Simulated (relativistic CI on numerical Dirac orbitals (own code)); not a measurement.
**Level scheme of Sm LXI**

Calculated at this level of theory: Dirac-Coulomb-Breit CI, orbitals from a KLI potential per configuration, a model potential for QED, unscaled Slater integrals (own radial code, finite nucleus).

Configuration list: 1s2, 1s 2s, 1s 2p, 1s 3s, 1s 3p, 1s 3d, 1s 4s, 1s 4p, 1s 4d, 1s 4f, 1s 5s, 1s 5p, 1s 5d, 1s 5f, 1s 5g, 1s 6s, 1s 6p, 1s 6d, 2s2. Levels of other configurations are missing.

| No. | Configuration | Term | J | E (10³ cm⁻¹) | % | Next component (%) | Landé g |
| --- | --- | --- | --- | --- | --- | --- | --- |
| 1 | 1s2 | 1S | 0 | 0 | 100 |  |  |
| 2 | 1s 2s | 3S | 1 | 325252 | 100 |  | 1.913 |
| 3 | 1s 2p | 3P° | 1 | 325993 | 69 | 31 1P° | 1.255 |
| 4 | 1s 2p | 3P° | 0 | 326119 | 100 |  |  |
| 5 | 1s 2s | 1S | 0 | 326124 | 100 |  |  |
| 6 | 1s 2p | 3P° | 2 | 331749 | 100 |  | 1.445 |
| 7 | 1s 2p | 1P° | 1 | 332080 | 69 | 31 3P° | 1.159 |
| 8 | 1s 3s | 3S | 1 | 387267 | 100 |  | 1.922 |
| 9 | 1s 3p | 3P° | 1 | 387468 | 69 | 31 1P° | 1.265 |
| 10 | 1s 3s | 1S | 0 | 387500 | 100 |  |  |
| 11 | 1s 3p | 3P° | 0 | 387501 | 100 |  |  |
| 12 | 1s 3p | 3P° | 2 | 389180 | 100 |  | 1.456 |
| 13 | 1s 3d | 3D | 2 | 389254 | 60 | 40 1D | 1.055 |
| 14 | 1s 3d | 3D | 1 | 389273 | 100 |  | 0.520 |
| 15 | 1s 3p | 1P° | 1 | 389276 | 69 | 31 3P° | 1.178 |
| 16 | 1s 3d | 3D | 3 | 389772 | 100 |  | 1.301 |
| 17 | 1s 3d | 1D | 2 | 389788 | 60 | 40 3D | 1.077 |
| 18 | 1s 4s | 3S | 1 | 408641 | 100 |  | 1.926 |
| 19 | 1s 4p | 3P° | 1 | 408723 | 69 | 31 1P° | 1.268 |
| 20 | 1s 4s | 1S | 0 | 408736 | 100 |  |  |
| 21 | 1s 4p | 3P° | 0 | 408736 | 100 |  |  |
| 22 | 1s 4p | 3P° | 2 | 409441 | 100 |  | 1.460 |
| 23 | 1s 4d | 3D | 2 | 409472 | 60 | 40 1D | 1.060 |
| 24 | 1s 4d | 3D | 1 | 409480 | 100 |  | 0.526 |
| 25 | 1s 4p | 1P° | 1 | 409482 | 69 | 31 3P° | 1.184 |
| 26 | 1s 4d | 3D | 3 | 409692 | 100 |  | 1.305 |
| 27 | 1s 4f | 3F° | 3 | 409694 | 57 | 43 1F° | 1.018 |
| 28 | 1s 4f | 3F° | 2 | 409698 | 100 |  | 0.682 |
| 29 | 1s 4d | 1D | 2 | 409699 | 60 | 40 3D | 1.083 |
| 30 | 1s 4f | 3F° | 4 | 409801 | 100 |  | 1.227 |

Energies count from the lowest computed level; ° marks odd parity.

The mean weight of the leading LS term, summed over parents, in these 30 levels is 87 %, and that of the leading jj configuration (from the same eigenvectors) 100 %, so jj coupling describes them better and the LS labels are nominal.

At this charge energies of transitions that change n are usually good to better than 1 %, and those within a shell (Δn = 0) to a few per cent.

LS names give the leading component of a level, which can be under half, so a name can repeat, a term be missing and a line seem to break the LS rules.
